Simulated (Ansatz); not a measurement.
Se(F)4 cation (F4Se), SMILES F[Se](F)(F)F (connectivity only; charge and spin as stated), charge +1, multiplicity 2.

Coordinates come from a B3LYP-D3(BJ)/def2-SVP optimisation. The spin state was assumed, not searched. The isomer is the one that the SMILES or the coordinates give; other isomers of the formula were not compared.

Two levels are set side by side: PBE/def2-SVPD (Ansatz, a quantum-chemistry and plane-wave program) and CAM-B3LYP/def2-SVPD (Ansatz). Energy differences of separate SCF runs at the same geometry; the states with an electron removed or added have multiplicity 1 and 1. Differences are taken from unrounded values.

```csv
quantity,CAM-B3LYP
vertical ionisation energy (eV),21.01
vertical electron affinity (eV),11.89
```

Question: What does PBE give, and how far is it from CAM-B3LYP? (The exact figures need the calculation; the answer reports its results.)

Answer: 
```
quantity                           PBE  PBE minus CAM-B3LYP
-------------------------------  -----  -------------------
vertical ionisation energy (eV)  20.22                -0.79
vertical electron affinity (eV)  11.42                -0.47
```
